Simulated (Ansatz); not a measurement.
A short molecular-dynamics run on `C[O][Sc]([Cl])[O][SiH3]`.

```yaml
crystal:
  periodic: [false, false, false]
  atoms:
    - {symbol: C, position_ang: [-2.286176, 1.561080, 0.707011]}
    - {symbol: O, position_ang: [-1.488885, 0.424447, 0.768309]}
    - {symbol: Sc, position_ang: [-0.346032, -1.013530, 0.754825]}
    - {symbol: Cl, position_ang: [-0.797833, -2.901190, 2.030005]}
    - {symbol: O, position_ang: [1.194843, -0.915671, -0.318312]}
    - {symbol: Si, position_ang: [2.503787, -0.739699, -1.276687]}
    - {symbol: H, position_ang: [-1.868971, 2.295139, 0.008875]}
    - {symbol: H, position_ang: [-3.297273, 1.303601, 0.373862]}
    - {symbol: H, position_ang: [-2.363982, 2.029319, 1.694089]}
    - {symbol: H, position_ang: [3.344624, -1.966433, -1.243101]}
    - {symbol: H, position_ang: [3.324953, 0.413751, -0.816590]}
    - {symbol: H, position_ang: [2.080934, -0.490824, -2.682286]}
basis:
  gaussian: {orbitals: "6-31G*"}
hamiltonian: {xc: {name: PBE}, dispersion: d3bjatm}
md: {timestep: 0.5 fs, n_steps: 30, ensemble: nvt_nose_hoover, temperature: 300, initial_velocities: maxwell_boltzmann, seed: 428}
```

```sh
$ ansatz run in.yaml --threads 2 --pin off --events-out ev --progress --plain --max-ram 32768MiB --backend cpu
```

```csv
step,time (fs),potential energy (eV),kinetic (eV),T (K),conserved (eV)
0,0.0,-46312.1998,0.3878,300,-46311.8120
1,0.5,-46312.1990,0.3871,299,-46311.8120
2,1.0,-46312.1884,0.3767,291,-46311.8117
3,1.5,-46312.1712,0.3597,278,-46311.8115
4,2.0,-46312.1512,0.3399,263,-46311.8113
5,2.5,-46312.1316,0.3204,248,-46311.8112
6,3.0,-46312.1140,0.3028,234,-46311.8112
7,3.5,-46312.0984,0.2872,222,-46311.8113
8,4.0,-46312.0839,0.2726,211,-46311.8113
9,4.5,-46312.0696,0.2584,200,-46311.8113
10,5.0,-46312.0556,0.2444,189,-46311.8113
11,5.5,-46312.0425,0.2314,179,-46311.8112
12,6.0,-46312.0315,0.2206,171,-46311.8111
13,6.5,-46312.0242,0.2134,165,-46311.8110
14,7.0,-46312.0216,0.2108,163,-46311.8110
15,7.5,-46312.0240,0.2132,165,-46311.8110
16,8.0,-46312.0310,0.2201,170,-46311.8111
17,8.5,-46312.0412,0.2303,178,-46311.8113
18,9.0,-46312.0526,0.2415,187,-46311.8114
19,9.5,-46312.0627,0.2516,195,-46311.8116
20,10.0,-46312.0692,0.2581,200,-46311.8117
21,10.5,-46312.0707,0.2596,201,-46311.8117
22,11.0,-46312.0673,0.2564,198,-46311.8115
23,11.5,-46312.0609,0.2503,194,-46311.8113
24,12.0,-46312.0552,0.2450,190,-46311.8111
25,12.5,-46312.0541,0.2441,189,-46311.8109
26,13.0,-46312.0605,0.2507,194,-46311.8108
27,13.5,-46312.0751,0.2653,205,-46311.8110
28,14.0,-46312.0958,0.2858,221,-46311.8112
29,14.5,-46312.1183,0.3081,238,-46311.8116
30,15.0,-46312.1377,0.3274,253,-46311.8118
```

Velocities are drawn at the set temperature; a run this short doesn't reach equilibrium.

Frames (Å, forces in eV/Å):

```xyz
12
time=0.0 fs
C    -2.286    1.561    0.707   -0.023    0.065   -0.021
O    -1.489    0.424    0.768    0.326   -0.492    0.040
Sc   -0.346   -1.014    0.755    0.043    0.202   -0.133
Cl   -0.798   -2.901    2.030   -0.045   -0.152    0.109
O     1.195   -0.916   -0.318   -0.909   -0.121    0.666
Si    2.504   -0.740   -1.277    0.528    0.071   -0.388
H    -1.869    2.295    0.009    0.131    0.280   -0.245
H    -3.297    1.304    0.374   -0.366   -0.078   -0.114
H    -2.364    2.029    1.694   -0.039    0.175    0.348
H     3.345   -1.966   -1.243    0.190   -0.200   -0.030
H     3.325    0.414   -0.817    0.190    0.202    0.045
H     2.081   -0.491   -2.682   -0.024    0.047   -0.276
12
time=1.0 fs
C    -2.290    1.567    0.707   -0.520   -0.897    0.216
O    -1.485    0.424    0.767    0.136   -0.204   -0.046
Sc   -0.347   -1.010    0.753    0.059    0.040   -0.060
Cl   -0.797   -2.904    2.032   -0.037   -0.094    0.074
O     1.194   -0.918   -0.319   -0.841   -0.101    0.633
Si    2.502   -0.741   -1.275    1.021   -0.166   -0.437
H    -1.878    2.291    0.025    0.365    0.729   -0.586
H    -3.310    1.295    0.370    0.024    0.042   -0.034
H    -2.378    1.995    1.704   -0.047    0.371    0.458
H     3.367   -1.989   -1.257   -0.149    0.200   -0.027
H     3.353    0.409   -0.829    0.060    0.080    0.076
H     2.094   -0.462   -2.679   -0.069   -0.001   -0.266
12
time=2.0 fs
C    -2.294    1.573    0.707   -0.867   -1.554    0.457
O    -1.480    0.423    0.765   -0.073    0.106   -0.129
Sc   -0.348   -1.007    0.752    0.079   -0.135    0.017
Cl   -0.796   -2.906    2.034   -0.030   -0.037    0.039
O     1.193   -0.921   -0.319   -0.743   -0.078    0.576
Si    2.502   -0.742   -1.274    1.433   -0.304   -0.525
H    -1.883    2.294    0.036    0.476    0.966   -0.721
H    -3.322    1.288    0.365    0.375    0.158    0.034
H    -2.392    1.965    1.719   -0.036    0.472    0.366
H     3.389   -2.009   -1.271   -0.433    0.518   -0.016
H     3.381    0.405   -0.840   -0.084   -0.053    0.103
H     2.106   -0.432   -2.679   -0.099   -0.057   -0.202
12
time=3.0 fs
C    -2.298    1.577    0.707   -0.915   -1.753    0.591
O    -1.476    0.422    0.763   -0.291    0.420   -0.201
Sc   -0.349   -1.004    0.750    0.103   -0.315    0.096
Cl   -0.795   -2.909    2.035   -0.022    0.018    0.005
O     1.192   -0.923   -0.319   -0.618   -0.052    0.501
Si    2.501   -0.743   -1.272    1.730   -0.344   -0.641
H    -1.884    2.306    0.040    0.394    0.860   -0.545
H    -3.331    1.281    0.361    0.599    0.238    0.064
H    -2.406    1.938    1.737   -0.002    0.495    0.097
H     3.406   -2.024   -1.285   -0.640    0.727    0.002
H     3.409    0.400   -0.851   -0.221   -0.173    0.131
H     2.118   -0.404   -2.681   -0.118   -0.121   -0.100
12
time=4.0 fs
C    -2.303    1.580    0.708   -0.658   -1.555    0.595
O    -1.472    0.421    0.761   -0.506    0.720   -0.257
Sc   -0.350   -1.001    0.749    0.128   -0.495    0.173
Cl   -0.794   -2.911    2.037   -0.016    0.070   -0.027
O     1.190   -0.926   -0.319   -0.475   -0.026    0.410
Si    2.501   -0.745   -1.271    1.898   -0.305   -0.767
H    -1.881    2.326    0.039    0.156    0.467   -0.131
H    -3.334    1.277    0.357    0.656    0.266    0.046
H    -2.421    1.917    1.756    0.047    0.478   -0.246
H     3.417   -2.033   -1.299   -0.765    0.827    0.022
H     3.435    0.394   -0.860   -0.337   -0.261    0.163
H     2.128   -0.376   -2.683   -0.128   -0.187    0.020
12
time=5.0 fs
C    -2.309    1.581    0.709   -0.194   -1.162    0.539
O    -1.468    0.421    0.759   -0.705    0.991   -0.295
Sc   -0.351   -0.998    0.747    0.152   -0.664    0.246
Cl   -0.792   -2.914    2.039   -0.009    0.119   -0.056
O     1.187   -0.929   -0.318   -0.318    0.001    0.309
Si    2.502   -0.746   -1.270    1.931   -0.208   -0.881
H    -1.876    2.351    0.037   -0.128   -0.028    0.332
H    -3.331    1.276    0.354    0.540    0.236   -0.022
H    -2.435    1.900    1.772    0.095    0.452   -0.549
H     3.421   -2.033   -1.313   -0.811    0.820    0.040
H     3.457    0.385   -0.868   -0.418   -0.308    0.201
H     2.137   -0.351   -2.686   -0.136   -0.248    0.136
12
time=6.0 fs
C    -2.315    1.582    0.710    0.358   -0.758    0.491
O    -1.465    0.421    0.757   -0.876    1.217   -0.314
Sc   -0.352   -0.995    0.746    0.171   -0.815    0.313
Cl   -0.791   -2.916    2.041   -0.003    0.163   -0.084
O     1.185   -0.931   -0.317   -0.152    0.027    0.203
Si    2.503   -0.748   -1.270    1.830   -0.063   -0.963
H    -1.873    2.375    0.037   -0.356   -0.455    0.689
H    -3.323    1.276    0.350    0.276    0.153   -0.132
H    -2.448    1.887    1.783    0.128    0.430   -0.728
H     3.418   -2.026   -1.327   -0.775    0.707    0.052
H     3.475    0.373   -0.873   -0.459   -0.307    0.245
H     2.145   -0.327   -2.687   -0.143   -0.298    0.229
12
time=7.0 fs
C    -2.321    1.582    0.712    0.886   -0.454    0.459
O    -1.462    0.423    0.755   -1.006    1.389   -0.317
Sc   -0.353   -0.992    0.744    0.182   -0.942    0.371
Cl   -0.790   -2.919    2.043    0.003    0.204   -0.109
O     1.183   -0.934   -0.316    0.015    0.051    0.095
Si    2.506   -0.749   -1.270    1.594    0.128   -0.999
H    -1.873    2.395    0.045   -0.477   -0.723    0.869
H    -3.312    1.278    0.345   -0.072    0.039   -0.262
H    -2.460    1.879    1.788    0.137    0.415   -0.744
H     3.406   -2.012   -1.340   -0.656    0.485    0.056
H     3.489    0.359   -0.877   -0.455   -0.260    0.295
H     2.151   -0.307   -2.686   -0.152   -0.332    0.286
12
time=8.0 fs
C    -2.326    1.582    0.715    1.264   -0.315    0.412
O    -1.460    0.425    0.752   -1.088    1.501   -0.303
Sc   -0.354   -0.990    0.743    0.183   -1.040    0.421
Cl   -0.789   -2.921    2.045    0.008    0.241   -0.132
O     1.180   -0.937   -0.315    0.177    0.074   -0.009
Si    2.508   -0.751   -1.270    1.230    0.367   -0.978
H    -1.878    2.408    0.060   -0.475   -0.799    0.858
H    -3.302    1.281    0.338   -0.390   -0.070   -0.372
H    -2.471    1.875    1.785    0.114    0.406   -0.591
H     3.389   -1.994   -1.352   -0.453    0.153    0.047
H     3.499    0.342   -0.877   -0.408   -0.173    0.348
H     2.156   -0.290   -2.682   -0.163   -0.346    0.300
12
time=9.0 fs
C    -2.330    1.581    0.718    1.363   -0.391    0.317
O    -1.459    0.427    0.750   -1.119    1.553   -0.275
Sc   -0.355   -0.987    0.742    0.172   -1.108    0.462
Cl   -0.788   -2.923    2.046    0.013    0.275   -0.154
O     1.178   -0.939   -0.314    0.329    0.094   -0.107
Si    2.511   -0.752   -1.270    0.760    0.645   -0.898
H    -1.887    2.414    0.084   -0.349   -0.673    0.663
H    -3.296    1.283    0.327   -0.551   -0.130   -0.408
H    -2.480    1.874    1.777    0.060    0.394   -0.293
H     3.367   -1.974   -1.365   -0.181   -0.270    0.023
H     3.505    0.323   -0.875   -0.322   -0.054    0.401
H     2.159   -0.276   -2.675   -0.176   -0.336    0.268
12
time=10.0 fs
C    -2.333    1.580    0.721    1.123   -0.694    0.187
O    -1.458    0.431    0.747   -1.100    1.547   -0.233
Sc   -0.355   -0.985    0.741    0.149   -1.144    0.494
Cl   -0.787   -2.925    2.048    0.019    0.307   -0.174
O     1.176   -0.942   -0.313    0.465    0.112   -0.194
Si    2.515   -0.754   -1.271    0.240    0.924   -0.761
H    -1.899    2.413    0.114   -0.109   -0.349    0.307
H    -3.295    1.283    0.313   -0.489   -0.117   -0.339
H    -2.489    1.877    1.766   -0.021    0.369    0.083
H     3.344   -1.957   -1.376    0.123   -0.730   -0.014
H     3.507    0.304   -0.868   -0.210    0.080    0.451
H     2.161   -0.265   -2.666   -0.190   -0.304    0.194
12
time=11.0 fs
C    -2.335    1.578    0.724    0.611   -1.141    0.083
O    -1.457    0.436    0.744   -1.036    1.486   -0.181
Sc   -0.356   -0.984    0.740    0.117   -1.151    0.517
Cl   -0.786   -2.928    2.050    0.024    0.338   -0.193
O     1.174   -0.944   -0.312    0.579    0.128   -0.268
Si    2.518   -0.755   -1.272   -0.239    1.127   -0.581
H    -1.913    2.409    0.147    0.203    0.119   -0.150
H    -3.298    1.283    0.295   -0.242   -0.043   -0.176
H    -2.499    1.884    1.756   -0.110    0.309    0.428
H     3.322   -1.946   -1.389    0.386   -1.126   -0.056
H     3.508    0.285   -0.857   -0.088    0.206    0.491
H     2.161   -0.257   -2.655   -0.204   -0.251    0.086
12
time=12.0 fs
C    -2.336    1.576    0.727    0.011   -1.526    0.053
O    -1.458    0.442    0.740   -0.936    1.373   -0.120
Sc   -0.357   -0.982    0.739    0.078   -1.133    0.532
Cl   -0.785   -2.930    2.051    0.029    0.368   -0.213
O     1.172   -0.947   -0.312    0.668    0.142   -0.327
Si    2.521   -0.755   -1.274   -0.573    1.157   -0.378
H    -1.924    2.406    0.178    0.498    0.583   -0.581
H    -3.304    1.282    0.275    0.074    0.056    0.031
H    -2.509    1.893    1.750   -0.181    0.196    0.622
H     3.303   -1.947   -1.401    0.529   -1.331   -0.088
H     3.508    0.269   -0.842    0.018    0.299    0.510
H     2.158   -0.251   -2.643   -0.215   -0.183   -0.040
12
time=13.0 fs
C    -2.338    1.572    0.730   -0.463   -1.572    0.067
O    -1.459    0.448    0.737   -0.803    1.202   -0.055
Sc   -0.358   -0.981    0.738    0.033   -1.093    0.539
Cl   -0.784   -2.932    2.053    0.035    0.398   -0.232
O     1.171   -0.949   -0.311    0.730    0.153   -0.371
Si    2.524   -0.755   -1.275   -0.697    0.963   -0.179
H    -1.931    2.409    0.204    0.654    0.818   -0.823
H    -3.309    1.282    0.256    0.343    0.141    0.221
H    -2.521    1.905    1.749   -0.210    0.022    0.595
H     3.290   -1.960   -1.415    0.508   -1.262   -0.095
H     3.508    0.255   -0.821    0.088    0.339    0.500
H     2.154   -0.248   -2.632   -0.218   -0.109   -0.167
12
time=14.0 fs
C    -2.340    1.568    0.734   -0.672   -1.118    0.055
O    -1.460    0.455    0.734   -0.640    0.972    0.013
Sc   -0.358   -0.980    0.737   -0.013   -1.033    0.539
Cl   -0.783   -2.933    2.054    0.040    0.427   -0.251
O     1.170   -0.951   -0.311    0.766    0.163   -0.400
Si    2.527   -0.755   -1.276   -0.624    0.579   -0.002
H    -1.932    2.419    0.222    0.598    0.675   -0.790
H    -3.310    1.283    0.239    0.493    0.186    0.351
H    -2.535    1.917    1.755   -0.188   -0.192    0.375
H     3.281   -1.984   -1.429    0.342   -0.934   -0.071
H     3.509    0.245   -0.796    0.106    0.314    0.451
H     2.148   -0.245   -2.622   -0.208   -0.038   -0.270
12
time=15.0 fs
C    -2.342    1.562    0.737   -0.619   -0.268    0.006
O    -1.462    0.463    0.731   -0.449    0.684    0.080
Sc   -0.359   -0.979    0.737   -0.059   -0.957    0.532
Cl   -0.782   -2.935    2.056    0.045    0.456   -0.270
O     1.170   -0.953   -0.311    0.776    0.170   -0.414
Si    2.530   -0.755   -1.278   -0.431    0.114    0.140
H    -1.927    2.436    0.233    0.369    0.225   -0.542
H    -3.308    1.286    0.225    0.496    0.182    0.397
H    -2.551    1.926    1.763   -0.127   -0.406    0.064
H     3.275   -2.018   -1.444    0.107   -0.451   -0.024
H     3.511    0.237   -0.766    0.072    0.230    0.362
H     2.140   -0.242   -2.615   -0.180    0.020   -0.331
```

It took 100 s on 2 threads of an AMD EPYC 7R13 on a shared host, with 0.59 GiB of host memory at the peak.
